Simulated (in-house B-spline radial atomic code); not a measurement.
RPA and G0W0 for the magnesium ion Mg²⁺, [He] 2s2 2p6, as one setting changes: the radius of a hard wall (bohr). Start: Hartree-Fock. A dash marks a level of low quasi-particle weight. Computed with an all-electron radial atomic-structure program (B-spline basis): all electrons, non-relativistic, point nucleus, each spin shell either full or empty, empty states to l = 9 with an (l + 1/2)⁻⁴ tail; G0W0 by contour deformation at full frequency.

```
radius of a hard wall (bohr)  mean-field level (eV)  G0W0 level (eV)  RPA correlation (Eh)
                           2                 -77.97        2p -77.27               -0.5349
                         2.5                 -81.07        2p -80.04              -0.53856
                           3                 -81.68        2p -80.51              -0.53955
                         3.5                 -81.78        2p -80.58              -0.53972
                           4                 -81.80        2p -80.58              -0.53972
                           5                 -81.80        2p -80.58              -0.53966
                           6                      ?                ?                     ?
                           8                      ?                ?                     ?
                          12                 -81.80        2p -80.58              -0.53951
```

Problem. What belongs in the row for 6?

Solution. mean-field level (eV): -81.80; G0W0 level (eV): 2p -80.58; RPA correlation (Eh): -0.53962.

Problem. What belongs in the row for 8?

Solution. mean-field level (eV): -81.80; G0W0 level (eV): 2p -80.58; RPA correlation (Eh): -0.53956.
